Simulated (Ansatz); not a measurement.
`[F][Ga]([F])[SeH]` + `C[O][GaH2]` → `C[O][GaH][SeH]` + `[F][GaH][F]`  (formal exchange of groups at the Se–Ga bond)

Program: Ansatz. Geometries: PBE0-D4/def2-TZVP. ΔE: electronic, gas phase. CCSD(T)/CBS adds triple-zeta CCSD(T) − MP2 to the extrapolated MP2 energy (def2 sets, frozen cores). For Ga, Se outer-core shells are correlated without core-valence functions, which leaves a few kJ/mol of doubt a bond. Scalar relativity is left out up to krypton. One conformer a species, not always the lowest.

`[F][Ga]([F])[SeH]`:

Z-matrix (Å, degrees):
```
Ga
F 1 1.738
Se 1 2.287 2 122.2
F 1 1.740 2 114.8 3 180.0
H 3 1.470 1 89.9 2 180.0
```

`C[O][GaH2]`:

Z-matrix (Å, degrees):
```
C
O 1 1.402
H 1 1.099 2 113.2
H 1 1.096 2 110.0 3 120.7
H 1 1.096 2 110.0 3 -120.7
Ga 2 1.782 1 123.8 3 0.0
H 6 1.565 2 115.8 1 -0.0
H 6 1.555 2 113.9 1 180.0
```

`C[O][GaH][SeH]`:

```xyz
9

C     0.230   -1.550   -0.258
O     0.536   -0.194   -0.054
Ga   -0.710    1.052    0.200
Se    0.165    3.171    0.500
H     0.617   -1.877   -1.230
H     0.705   -2.160    0.518
H    -0.848   -1.761   -0.238
H    -2.222    0.678    0.206
H     1.529    2.642    0.355
```

`[F][GaH][F]`:

```xyz
4

F    -1.206   -0.658   -0.975
Ga   -0.016    0.018    0.100
F     1.481    0.360   -0.719
H    -0.259    0.281    1.594
```

```tsv
species	HF/CBS(def2) energy (Eh)
`[F][Ga]([F])[SeH]`	-4522.88902
`C[O][GaH2]`	-2038.99011
`C[O][GaH][SeH]`	-4438.94264
`[F][GaH][F]`	-2122.94154
```

Problem. Work out ΔE.

Solution. ΔE = (-4438.94264) + (-2122.94154) − (-4522.88902) − (-2038.99011) = -0.00505 Eh = -3.2 kcal/mol. CCSD(T)/CBS gives -3.6 kcal/mol.

Problem. What do rigid-rotor, harmonic-oscillator terms from PBE0-D4/def2-TZVP frequencies (298.15 K, 1 bar) make of the CCSD(T)/CBS value? (Estimate.)

Solution. The calculation gave: ΔZPE = 0.0 kcal/mol, ΔH = -3.6 kcal/mol, ΔS = -3 J/(mol·K), ΔG = -3.4 kcal/mol.

Largest T1 diagnostic among the species: 0.015.

At CCSD(T), def2-SVP lies +1.2 kcal/mol from the extrapolated value and def2-TZVPP +0.4 kcal/mol. Leaving LDA and LC-ωPBE aside and taking each functional with its dispersion term where it has one, the values, not all of them listed here, spread over 0.8 kcal/mol, from PBE-QIDH to B97M-V.
